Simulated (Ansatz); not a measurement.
Calculated with Ansatz (gas phase, PBE0-D4/def2-TZVP geometries, no zero-point term in ΔE). CCSD(T)/CBS adds triple-zeta CCSD(T) − MP2 to the extrapolated MP2 energy (def2 sets, frozen cores). This one scheme is used for every species. Functionals use def2-TZVPP. B3LYP here is the variant with VWN-RPA as its local correlation; programs differ in this. One conformer a species, not always the lowest.

`N[SiH](F)[SiH2]F` + H–F → `F[SiH2][SiH](F)F` + NH₃  (ligand exchange at the Si–N bond)

| level | ΔE (kJ/mol) | difference from CCSD(T)/CBS |
| --- | --- | --- |
| PBE-D4 | -68.8 | 3.7 |
| r2SCAN-D4 | -77.0 | -4.5 |
| PBE0-D4 | -68.4 | 4.1 |
| B3LYP-D4 | -75.4 | -2.9 |
| ωB97X-V | -75.0 | -2.5 |
| ωB97M-V | -73.7 | -1.2 |
| B2PLYP | -79.0 | -6.5 |
| PBE | -72.8 | -0.3 |
| r2SCAN | -78.1 | -5.6 |
| PBE0 | -71.8 | 0.7 |
| B3LYP | -81.7 | -9.2 |
| HF/def2-TZVPP | -89.0 | -16.5 |
| MP2/def2-TZVPP | -71.5 | 1.0 |
| SCS-MP2/def2-TZVPP | -76.6 | -4.1 |
| CCSD/def2-TZVPP | -75.9 | -3.4 |
| CCSD(T)/def2-TZVPP | -73.9 | -1.4 |
| HF/def2-QZVPP | -91.0 | -18.5 |
| MP2/def2-QZVPP | -71.3 | 1.2 |
| SCS-MP2/def2-QZVPP | -76.4 | -3.9 |
| HF/CBS(def2) | -91.3 | -18.8 |
| MP2/CBS(def2) | -70.0 | 2.5 |
| CCSD/CBS(def2) | -74.5 | -2.0 |
| CCSD(T)/CBS | -72.5 | 0 |

Largest T1 diagnostic among the species: 0.012.

The D4 term adds +6.3 kJ/mol with B3LYP and +3.4 kJ/mol with PBE0; it sums over pairs of atoms, weighted by their polarisabilities, and B3LYP, whose exchange is more repulsive, gets the larger term. In def2-TZVPP, CCSD(T) changes the Hartree–Fock value by +15.1 kJ/mol (the triples alone add +2.0 kJ/mol) and MP2 by +17.5 kJ/mol.
